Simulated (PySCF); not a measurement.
`InChI=1S/C8H8O/c1-7(9)8-5-3-2-4-6-8/h2-6H,1H3`

Geometry:
```csv
atom,x (Å),y (Å),z (Å)
C1,-2.612,-0.133,0.667
C2,-1.681,0.581,-0.283
O3,-2.092,1.399,-1.076
C4,-0.236,0.236,-0.205
C5,0.285,-0.699,0.689
C6,1.641,-0.966,0.702
C7,2.495,-0.310,-0.170
C8,1.988,0.621,-1.063
C9,0.634,0.891,-1.078
H10,-2.568,-1.207,0.500
H11,-2.327,0.074,1.697
H12,-3.628,0.215,0.500
H13,-0.360,-1.222,1.377
H14,2.036,-1.692,1.398
H15,3.553,-0.525,-0.154
H16,2.649,1.135,-1.745
H17,0.217,1.613,-1.765
```

Level of theory: quadratic response B3LYP/def2-SVPD first hyperpolarisability, Taylor convention, gas phase (PySCF). Geometry: GFN2-xTB.

Give β for the processes computed.

In au, Taylor convention; the vector part is βᵢ = ⅓ Σⱼ (βᵢⱼⱼ + βⱼᵢⱼ + βⱼⱼᵢ); β∥ is 3/5 of the vector part along the dipole, the dipole points from − to +:
| process | λ (nm) | β vector norm | β∥ | β HRS | depolarisation ratio |
| --- | --- | --- | --- | --- | --- |
| static β(0;0,0) | ∞ | 287.5 | 79.5 | 132.1 | 3.75 |
| second harmonic β(−2ω;ω,ω) | 1064 | 409.8 | 125.5 | 182.5 | 4.14 |
| Pockels β(−ω;ω,0) | 1064 | 321.7 | 92.3 | – | – |

Which lowest excitations, dipole and polarisabilities go with it?

S1 3.75 eV (f = 0.000); S2 4.80 eV (f = 0.021); S3 5.24 eV (f = 0.241); dipole 3.24 D; isotropic α 95.4 au static, 96.7 au at 1064 nm, 101.0 au at 532 nm.
